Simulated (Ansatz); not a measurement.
```yaml
crystal:
  periodic: [false, false, false]
  atoms:
    - {symbol: N, position_ang: [-0.964675, 1.119096, 2.956478]}
    - {symbol: C, position_ang: [-1.040643, -0.182564, 0.569713]}
    - {symbol: C, position_ang: [-0.327592, 1.199914, -1.933111]}
    - {symbol: O, position_ang: [1.443858, -0.555267, -3.047118]}
    - {symbol: Si, position_ang: [1.597372, -2.348527, -0.457502]}
    - {symbol: H, position_ang: [0.748000, 1.898255, 3.295146]}
    - {symbol: H, position_ang: [-2.272942, 2.512054, 3.054573]}
    - {symbol: H, position_ang: [-2.880495, -1.101222, 0.365077]}
    - {symbol: H, position_ang: [-1.903183, 1.509908, -3.235930]}
    - {symbol: H, position_ang: [0.599178, 3.012104, -1.548381]}
    - {symbol: H, position_ang: [1.140225, -5.078791, -0.937424]}
    - {symbol: H, position_ang: [4.006411, -2.089273, 0.982731]}
basis:
  gaussian: {orbitals: def2-TZVPP}
hamiltonian: {xc: {name: LC-wPBE}}
output: {forces: true}
```

```sh
$ ansatz run in.yaml --threads 4 --pin off --events-out ev --progress --plain --max-ram 10444MiB
```

It prints (some lines left out):

```
Functional definition: LC-wPBE
1367 factors; their error is unknown
445 factors; integrals over basis functions are off by at most 7.0e-5 eV
mean field evaluation 1: about -13510.6247 eV, gradient 1.1e2 eV
mean field evaluation 2: about -12997.5378 eV, gradient 2.3e2 eV
mean field evaluation 4: about -13533.8207 eV, gradient 6.7e1 eV
mean field evaluation 8: about -13548.1707 eV, gradient 8.1e0 eV
mean field evaluation 16: about -13548.4796 eV, gradient 1.9e-1 eV
mean field evaluation 32: about -13548.4704 eV, gradient 2.7e-5 eV
mean field -13548.47039211 eV, -497.8971034271 hartree, gradient 1.7e-5 eV, S^2 0.000000; 6 other end points of the search recorded, 0 dependent functions left out
reference -13548.47039212 eV, -497.8971034275 hartree; 24, 24 occupied and 240, 240 virtual orbitals, 1367 factors
Total energy: -13548.47039212 eV, -497.8971034275 hartree
Atom 0 at    -0.964675     1.119096     2.956478 Å, force     0.365493     2.810193    -0.549128 eV/Å
Atom 1 at    -1.040643    -0.182564     0.569713 Å, force    -2.703417    -0.343188     1.461383 eV/Å
Atom 2 at    -0.327592     1.199914    -1.933111 Å, force    -0.662558     2.898655    -1.576364 eV/Å
Atom 3 at     1.443858    -0.555267    -3.047118 Å, force    -0.484978     0.002014     1.084855 eV/Å
Atom 4 at     1.597372    -2.348527    -0.457502 Å, force     1.452052    -1.383766     0.036431 eV/Å
Atom 5 at     0.748000     1.898255     3.295146 Å, force    -3.965280    -1.435210    -1.145868 eV/Å
Atom 6 at    -2.272942     2.512054     3.054573 Å, force     3.235405    -2.938727    -0.496329 eV/Å
Atom 7 at    -2.880495    -1.101222     0.365077 Å, force     3.261969     1.826261     0.545506 eV/Å
Atom 8 at    -1.903183     1.509908    -3.235930 Å, force     2.932489    -0.325507     2.311670 eV/Å
Atom 9 at     0.599178     3.012104    -1.548381 Å, force    -1.796796    -3.179196    -0.892195 eV/Å
Atom 10 at     1.140225    -5.078791    -0.937424 Å, force     0.451686     2.366030     0.463748 eV/Å
Atom 11 at     4.006411    -2.089273     0.982731 Å, force    -2.086067    -0.297558    -1.243709 eV/Å
Dipole moment:    -0.453935     0.411606     0.058133 e Å
```

Question: What is wrong with this run?

Answer: The coordinates are in bohr but typed as ångström. The calculation finished and met its thresholds. The result belongs to that input, not to the molecule as meant.
